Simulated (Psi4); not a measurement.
Cl$_{5}$W, doublet, geometry from GFN2-xTB (such geometries of metal compounds can be far from the true shape) (core potentials on W); M06-2X/def2-SVP in Psi4.

The Psi4 input:
```
memory 2 GB

molecule {
0 2
W 
Cl 1 2.221877
Cl 1 2.315688 2 90.000000
Cl 1 2.315688 2 90.000000 3 180.000000
Cl 1 2.221877 2 120.000000 4 90.000000
Cl 1 2.221877 2 120.000000 4 -90.000000
}

set basis def2-svp
set reference uks

energy('m06-2x')
print_variables()
```

**Question.** Write the output that Psi4 gives for this input, abridged.

**Answer.** 
```
   => Loading Basis Set <=

    Name: DEF2-SVP
    Role: ORBITAL
    Keyword: BASIS

    !!!  WARNING: ECP capability is in beta. Please check occupations closely.  !!!

         ---------------------------------------------------------
                                   SCF
               by Justin Turney, Rob Parrish, Andy Simmonett
                          and Daniel G. A. Smith
                              UKS Reference
         ---------------------------------------------------------

  ==> Geometry <==

    Molecular point group: c2v
    Full point group: D3h

    Geometry (in Angstrom), charge = 0, multiplicity = 2:

       Center              X                  Y                   Z               Mass
    ------------   -----------------  -----------------  -----------------  -----------------
         W            0.000000000000     0.000000000000     0.000000000000   183.950930920000
         CL           0.000000000000     0.000000000000     2.221877000000    34.968852682000
         CL           0.000000000000     2.315688000000     0.000000000000    34.968852682000
         CL           0.000000000000    -2.315688000000     0.000000000000    34.968852682000
         CL          -1.924201926084     0.000000000000    -1.110938500000    34.968852682000
         CL           1.924201926084     0.000000000000    -1.110938500000    34.968852682000

  Running in c2v symmetry.

  Rotational constants: A =      0.03255  B =      0.02659  C =      0.02659 [cm^-1]
  Rotational constants: A =    975.83083  B =    797.14943  C =    797.14943 [MHz]
  Nuclear repulsion =  716.987393031965439

  Charge       = 0
  Multiplicity = 2
  Electrons    = 99
  Nalpha       = 50
  Nbeta        = 49

  ==> Algorithm <==

  SCF Algorithm Type is DF.
  DIIS enabled.
  MOM disabled.
  Fractional occupation disabled.
  Guess Type is SAD.
  Energy threshold   = 1.00e-06
  Density threshold  = 1.00e-06
  Integral threshold = 1.00e-12

  ==> Primary Basis <==

  Basis Set: DEF2-SVP
    Blend: DEF2-SVP
    Number of shells: 52
    Number of basis functions: 122
    Number of Cartesian functions: 132
    Spherical Harmonics?: true
    Max angular momentum: 3

  Core potential: DEF2-SVP
    Number of shells: 4
    Number of ECP primitives: 10
    Number of ECP core electrons: 60
    Max angular momentum: 3

  ==> DFT Potential <==

   => LibXC <=

    Version 7.1.2
[...]
   @S^2 Expected:                7.500000000E-01
   @S^2 Observed:                7.567033855E-01
   @S   Expected:                5.000000000E-01
   @S   Observed:                5.000000000E-01

    Orbital Energies [Eh]
    ---------------------

    Alpha Occupied:

[...]
    Alpha Virtual:

[...]
    Beta Occupied:

[...]
      12B2    -0.376341

    Beta Virtual:

[...]
      50A1   575.851655

    Final Occupation by Irrep:
             A1    A2    B1    B2
    DOCC [    21,    4,   12,   12 ]
    SOCC [     0,    0,    0,    1 ]
    NA   [    21,    4,   12,   13 ]
    NB   [    21,    4,   12,   12 ]

  @DF-UKS Final Energy: -2367.38386849983135

   => Energetics <=

    Nuclear Repulsion Energy =            716.9873930319654391
    One-Electron Energy =               -4718.5397120461211671
    Two-Electron Energy =                1704.7897537508988535
    DFT Exchange-Correlation Energy =     -70.6213032365743629
    Empirical Dispersion Energy =           0.0000000000000000
    VV10 Nonlocal Energy =                  0.0000000000000000
    Total Energy =                      -2367.3838684998313511

  UHF NO Occupations:
  HONO-2 :    4 A2 1.9992306
  HONO-1 :   21 A1 1.9991646
  HONO-0 :   13 B2 1.0000000
  LUNO+0 :   22 A1 0.0008354
  LUNO+1 :    5 A2 0.0007694
  LUNO+2 :   13 B1 0.0006008
  LUNO+3 :   23 A1 0.0004356

Computation Completed

Properties will be evaluated at   0.000000,   0.000000,   0.000000 [a0]

Properties computed using the SCF density matrix

 Multipole Moments:

 ------------------------------------------------------------------------------------
     Multipole            Electronic (a.u.)      Nuclear  (a.u.)        Total (a.u.)
 ------------------------------------------------------------------------------------

 L = 1.  Multiply by 2.5417464519 to convert [e a0] to [Debye]
 Dipole X            :          0.0000000            0.0000000            0.0000000
 Dipole Y            :          0.0000000            0.0000000            0.0000000
 Dipole Z            :         -0.1442536            0.0000000           -0.1442536
 Magnitude           :                                                    0.1442536

 ------------------------------------------------------------------------------------

  Variable Map:
  ----------------------------------------------------------------------------
[...]
  Array Variable Map:
  ----------------------------------------------------------------------------
[...]
[...]
```
